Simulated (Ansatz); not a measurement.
Program: Ansatz. Geometries: PBE0-D4/def2-TZVP. ΔE: electronic, gas phase. CCSD(T)/CBS adds triple-zeta CCSD(T) − MP2 to the extrapolated MP2 energy (def2 sets, frozen cores). This one scheme is used for every species. Functionals use def2-TZVPP. B3LYP here is the variant with VWN-RPA as its local correlation; programs differ in this. HSE06 is defined as in plane-wave codes. For Se outer-core shells are correlated without core-valence functions, which leaves a few kJ/mol of doubt a bond. Scalar relativity is left out up to krypton. One conformer a species, not always the lowest.

Reaction (ligand exchange at the Si–S bond): `[SiH3][SiH2]SS` + `B[SeH]` → `B[Se][SiH2][SiH3]` + `SS`

| level | ΔE (kJ/mol) | difference from CCSD(T)/CBS |
| --- | --- | --- |
| LDA (SPW92) | 2.9 | 4.9 |
| PBE-D4 | 1.3 | 3.3 |
| revPBE-D4 | 1.6 | 3.6 |
| BLYP-D4 | 2.7 | 4.7 |
| r2SCAN-D4 | 1.5 | 3.5 |
| B97M-V | 4.2 | 6.2 |
| PBE0-D4 | -0.8 | 1.2 |
| B3LYP-D4 | 0.8 | 2.8 |
| r2SCANh-D4 | 0.6 | 2.6 |
| r2SCAN0-D4 | -0.6 | 1.4 |
| BHLYP-D4 | -1.5 | 0.5 |
| ωB97X-V | -0.6 | 1.4 |
| ωB97M-V | -0.5 | 1.5 |
| B2PLYP | 1.1 | 3.1 |
| PBE-QIDH | -1.3 | 0.7 |
| PBE | 2.1 | 4.1 |
| revPBE | 2.2 | 4.2 |
| BLYP | 3.9 | 5.9 |
| r2SCAN | 1.6 | 3.6 |
| PBE0 | -0.1 | 1.9 |
| B3LYP | 1.9 | 3.9 |
| r2SCANh | 0.8 | 2.8 |
| r2SCAN0 | -0.4 | 1.6 |
| HSE06 | -0.1 | 1.9 |
| BHLYP | 0.0 | 2.0 |
| CAM-B3LYP | 1.8 | 3.8 |
| LC-ωPBE | -0.4 | 1.6 |
| RPA@PBE/def2-TZVPP | -0.9 | 1.1 |
| MP2/def2-SVP | -0.1 | 1.9 |
| CCSD/def2-SVP | 1.1 | 3.1 |
| CCSD(T)/def2-SVP | 1.6 | 3.6 |
| HF/def2-TZVPP | -2.0 | 0.0 |
| MP2/def2-TZVPP | -1.3 | 0.7 |
| SCS-MP2/def2-TZVPP | -0.9 | 1.1 |
| CCSD/def2-TZVPP | -1.5 | 0.5 |
| CCSD(T)/def2-TZVPP | -0.7 | 1.3 |
| SCS-MP2/def2-QZVPP | -1.4 | 0.6 |
| HF/CBS(def2) | -2.3 | -0.3 |
| MP2/CBS(def2) | -2.6 | -0.6 |
| CCSD/CBS(def2) | -2.8 | -0.8 |
| CCSD(T)/CBS | -2.0 | 0 |

Largest T1 diagnostic among the species: 0.014.

Leaving LDA and LC-ωPBE aside and taking each functional with its dispersion term where it has one, the values spread over 5.7 kJ/mol, from BHLYP-D4 to B97M-V. From BLYP to BHLYP (50 % exact exchange), in def2-TZVPP and without D4, ΔE moves by −3.9 kJ/mol.

CCSD(T)/CBS has its own doubt, a few kJ/mol and more with outer-core shells, so smaller differences from it don't rank the levels.
